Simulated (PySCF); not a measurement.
# Running PySCF for HBr

The script input.py:

```python
from pyscf import gto, scf, mp

mol = gto.M(
    atom='H 0 0 0; Br 0 0 1.507',
    basis='jorge-dzp-dkh',
    charge=0,
    spin=0,
    verbose=4,
)
mf = scf.RHF(mol)
mf = mf.sfx2c1e()
mf.kernel()
mp.MP2(mf, frozen=9).kernel()
mf.dip_moment()
print('orbital energies (hartree):', mf.mo_energy[..., max(0, mol.nelec[1]-3):mol.nelec[0]+3].round(4))
```

```bash
$ OMP_NUM_THREADS=1 python input.py
```

It prints (some set-up lines and the per-cycle HOMO/LUMO lines with their warnings removed):

```
PySCF version 2.14.0

[INPUT] verbose = 4
[INPUT] num. atoms = 2
[INPUT] num. electrons = 36
[INPUT] charge = 0
[INPUT] spin (= nelec alpha-beta = 2S) = 0
[INPUT] symmetry False subgroup None
[INPUT] Mole.unit = angstrom
[INPUT] Symbol           X                Y                Z      unit          X                Y                Z       unit  Magmom
[INPUT]  1 H      0.000000000000   0.000000000000   0.000000000000 AA    0.000000000000   0.000000000000   0.000000000000 Bohr   0.0
[INPUT]  2 Br     0.000000000000   0.000000000000   1.507000000000 AA    0.000000000000   0.000000000000   2.847817269720 Bohr   0.0

nuclear repulsion = 12.2901143876576
number of shells = 20
number of NR pGTOs = 90
number of NR cGTOs = 48
basis = jorge-dzp-dkh
ecp = {}

******** <class 'pyscf.x2c.sfx2c1e.sfX2C1eRHF'> ********
method = sfX2C1eRHF
initial guess = minao
damping factor = 0
level_shift factor = 0
DIIS = <class 'pyscf.scf.diis.CDIIS'>
diis_start_cycle = 1
diis_space = 8
diis_damp = 0
SCF conv_tol = 1e-09
SCF conv_tol_grad = None
SCF max_cycles = 50
direct_scf = True
direct_scf_tol = 1e-13

******** <class 'pyscf.x2c.sfx2c1e.SpinFreeX2CHelper'> ********
approx = 1e
xuncontract = 1
Set gradient conv threshold to 3.16228e-05
Initial guess from minao.
init E= -2604.68527939777
cycle= 1 E= -2604.86655838409  delta_E= -0.181  |g|= 0.235  |ddm|= 1.05
cycle= 2 E= -2604.88429205291  delta_E= -0.0177  |g|= 0.0958  |ddm|= 0.361
cycle= 3 E= -2604.88519023347  delta_E= -0.000898  |g|= 0.0245  |ddm|= 0.0737
cycle= 4 E= -2604.88527138776  delta_E= -8.12e-05  |g|= 0.00625  |ddm|= 0.0164
cycle= 5 E= -2604.8852826818  delta_E= -1.13e-05  |g|= 0.00107  |ddm|= 0.00873
cycle= 6 E= -2604.88528330192  delta_E= -6.2e-07  |g|= 0.000193  |ddm|= 0.00229
cycle= 7 E= -2604.88528332154  delta_E= -1.96e-08  |g|= 3.4e-05  |ddm|= 0.000469
cycle= 8 E= -2604.88528332192  delta_E= -3.87e-10  |g|= 5.37e-06  |ddm|= 5.96e-05
Extra cycle  E= -2604.88528332193  delta_E= -3.18e-12  |g|= 3.23e-06  |ddm|= 6.41e-06
converged SCF energy = -2604.88528332193

******** <class 'pyscf.mp.mp2.RMP2'> ********
nocc = 9, nmo = 39
frozen orbitals 9
E(RMP2) = -2605.25262938804  E_corr = -0.367346066118244
E(SCS-RMP2) = -2605.21195306211  E_corr = -0.326669740179846
E_corr(same-spin) = -0.131706391340823
E_corr(oppo-spin) = -0.235639674777421
Dipole moment(X, Y, Z, Debye):  0.00000, -0.00000, -1.34887
orbital energies (hartree): [-0.5585 -0.426  -0.426   0.1042  0.5202  0.77  ]
```

In short: E(SCF) = -2604.885283 Eh, 8 cycles, E(MP2) − E(SCF) = -0.36735 Eh, μz(SCF) = -1.35 D.

Run time: 1.2 s on 1 thread of Arm Neoverse V1 (shared host).

Stability towards an unrestricted solution was not tested. The bond length is a typed value, not an optimised one.
